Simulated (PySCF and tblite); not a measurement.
Values are calculated unless marked as measured or tabulated.
C6H11FO, numbered as in [F:1][C@@H:2]1[CH2:3][CH2:4][CH2:5][CH2:6][CH2:7][O:8]1.

Geometries GFN2-xTB; weights from B3LYP-D3(BJ)/pcSseg-1 (IEF-PCM, methanol) energies and GFN2-xTB thermal corrections, with symmetry numbers and mirror pairs. Conformers within 3 kcal/mol (GFN2-xTB free energy) were kept, 10 at most. Run with PySCF (density fitting) and tblite.

The 7-ring runs over atoms 2–3–4–5–6–7–8.

```json
{"conformer": "1", "shape": "7-ring puckered (ring torsions -71, 56, -72, 87, -41, -35, 84°)", "symmetry": "C1", "dipole D": "2.94"}
{"conformer": "2", "shape": "7-ring puckered (ring torsions -54, 73, -86, 40, 39, -87, 71°)", "symmetry": "C1", "dipole D": "1.72"}
{"conformer": "3", "shape": "7-ring puckered (ring torsions -68, 86, -36, -44, 93, -69, 47°)", "symmetry": "C1", "dipole D": "2.25"}
{"conformer": "4", "shape": "7-ring puckered (ring torsions 84, -72, 55, -74, 94, -45, -36°)", "symmetry": "C1", "dipole D": "2.95"}
{"conformer": "5", "shape": "7-ring puckered (ring torsions -84, 40, 36, -90, 76, -54, 68°)", "symmetry": "C1", "dipole D": "2.60"}
```

Task: Which of these conformers is the most populated at 298.15 K, and with what share?

Result: Conformer 4, about 94 %.

Task: Give the DFT energies and free energies relative to the lowest, and all weights.

Result: 
```csv
conformer,shape,E(DFT) kcal/mol,G(298.15 K) kcal/mol,weight %
1,"7-ring puckered (ring torsions -71, 56, -72, 87, -41, -35, 84°)",1.67,1.80,4.5
2,"7-ring puckered (ring torsions -54, 73, -86, 40, 39, -87, 71°)",3.79,3.55,0.2
3,"7-ring puckered (ring torsions -68, 86, -36, -44, 93, -69, 47°)",3.38,3.42,0.3
4,"7-ring puckered (ring torsions 84, -72, 55, -74, 94, -45, -36°)",0.00,0.00,93.7
5,"7-ring puckered (ring torsions -84, 40, 36, -90, 76, -54, 68°)",2.42,2.55,1.3
```

Task: How does its share change from 250 K to 373.15 K?

Result: From 97 % to 88 %; the mixing entropy goes from 0.34 to 0.97 cal/(mol K).


Conformer gaps in pcSseg-1 on xTB geometries can be 2 kcal/mol off for S=O, P=O and other polar bonds.